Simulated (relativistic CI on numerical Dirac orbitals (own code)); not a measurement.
# One change at a time: Ge¹²⁺

Base calculation: Dirac-Coulomb-Breit CI, KLI orbitals optimised for each configuration, model QED (radiative potential, 1s self-energy scaled to tabulated hydrogen-like ionisation energies), unscaled Slater integrals.

CI space (outside the closed core [Ne]): 3s²3p⁶3d², 3s²3p⁵3d³, 3s3p⁶3d³, 3s²3p⁶3d4s, 3s²3p⁶3d4p, 3s²3p⁶3d4d, 3s²3p⁶4s², 3s²3p⁶3d4f, 3s²3p⁶4s4p, 3s²3p⁵3d²4s, 3s²3p⁶4p², 3s²3p⁶3d5s, 3s²3p⁶4s4d, 3s²3p⁵3d²4p, 3s²3p⁶3d5p, 3s²3p⁶4p4d, 3s²3p⁶3d5d, 3s²3p⁶3d5f, 3s²3p⁵3d²4d, 3s²3p⁶3d5g, 3s3p⁶3d²4s, 3s²3p⁶4d², 3s²3p⁶3d6s, 3s²3p⁶3d6p, 3s²3p⁶3d6d, 3s²3p⁵3d²4f, 3s3p⁶3d²4p, 3p⁶3d⁴, 3p⁵3d⁵. Double excitations out of closed p, d and f shells are left out; levels of such configurations are missing from the list, as are those of other unlisted configurations, and high levels can miss mixing partners. These lack a partner that the ground configuration has and come out too high: 3s²3p⁵3d²4s, 3s²3p⁵3d²4p, 3s²3p⁵3d²4d, 3s²3p⁵3d²4f.

Variants: (1) QED terms removed. Shifts of the energy above 3s²3p⁶3d² ³F2, in cm⁻¹, for the lowest level and the first level of each name with at least 55 % of one term (blank where a level changes its place among those of its configuration and J or its character, or is not in the variant):

```
         Level    Base  Δ(1)
 3s²3p⁶3d² ³F2       0     0
 3s²3p⁶3d² ³F3    4815   -19
 3s²3p⁶3d² ³F4   10225   -38
 3s²3p⁶3d² ¹D2   34224   -14
 3s²3p⁶3d² ³P0   37070    -8
 3s²3p⁶3d² ³P1   39050   -17
 3s²3p⁶3d² ³P2   43960   -39
 3s²3p⁶3d² ¹G4   53515   -25
 3s²3p⁶3d² ¹S0  127440   -28
3s²3p⁵3d³ ⁵S°2  603601   +28
3s²3p⁵3d³ ⁵D°2  605290   +50
3s²3p⁵3d³ ⁵D°3  605718   +47
3s²3p⁵3d³ ⁵D°1  605987   +49
3s²3p⁵3d³ ⁵D°0  606930   +45
3s²3p⁵3d³ ⁵D°4  608070   +38
3s²3p⁵3d³ ⁵F°5  618582   +31
3s²3p⁵3d³ ⁵F°1  622056   +33
3s²3p⁵3d³ ⁵F°2  623294   +29
3s²3p⁵3d³ ⁵G°6  633987   +32
3s²3p⁵3d³ ⁵G°5  641919   +19
3s²3p⁵3d³ ⁵G°4  646771   +19
3s²3p⁵3d³ ³F°2  647297   +34
```

At this charge energies of transitions that change n are usually good to better than 1 %, and those within a shell (Δn = 0) to a few per cent. Terms inside the open d or f shell come out 10 to 20 % too wide with unscaled integrals.

Ionisation energy from the two ground configurations alone: base 366.828 eV. The NIST ASD value (theoretical) is 367 eV.

LS names give the leading component of a level, which can be under half, so a name can repeat, a term be missing and a line seem to break the LS rules.
